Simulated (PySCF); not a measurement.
## Computed properties of C₄H₁₆Al₂N₂, SMILES [CH3][Al-]1([CH3])[NH2+][Al-]([CH3])([CH3])[NH2+]1

C₄H₁₆Al₂N₂, SMILES [NH2+]1[Al-]([NH2+][Al-]1([CH3])[CH3])([CH3])[CH3]. Geometry optimised at r2SCAN-D4/def2-SVP. One conformer was computed; it need not be the lowest. All values are computed for the isolated molecule unless a solvent is named; none is compared with measurement here.

**Structure.** The optimised structure has D2h symmetry. All 66 harmonic modes at r2SCAN-D4/def2-SVP (PySCF) are real, so it is a minimum.

**Vibrations.** The strongest infrared lines (harmonic, unscaled, degenerate partners summed) lie at 815 cm⁻¹ (594 km/mol, H 71 %, N 24 %), 767 cm⁻¹ (333 km/mol, Al 39 %, H 34 %, C 14 %, N 12 %), 727 cm⁻¹ (260 km/mol, H 49 %, Al 25 %, C 18 %). The softest mode is at 34 cm⁻¹ and the zero-point energy is 123.5 kcal/mol.

**Electronic structure.** CAM-B3LYP/def2-SVP (PySCF) places the frontier levels at -8.63 and 1.59 eV, a gap of 10.22 eV, and gives a dipole moment of 0.00 D and a mean polarisability of 98.6 bohr³. PBE/def2-SVP (PySCF) at the same geometry gives -5.94 and -0.05 eV, so its gap is 4.33 eV narrower. An orbital gap is neither the optical nor the fundamental gap.

**Excitations.** TDA-PBE0/def2-SVP (PySCF) has S1 at 7.01 eV (177 nm, f = 0.112, bright); the most intense of the 10 singlets computed lies at 8.10 eV (f = 0.19). T1 (TDA) is at 6.74 eV, 0.27 eV under S1. TDA-PBE/def2-SVP (PySCF) puts S1 at 5.97 eV. No vertical singlet excitation falls in the visible range (under 3.1 eV).

**NMR.** GIAO shifts at HF/pcSseg-1 (PySCF) (non-relativistic, atoms alike by connectivity averaged): ¹³C at -8.8 ppm against TMS; ¹H from -0.4 to 0.8 ppm against TMS.
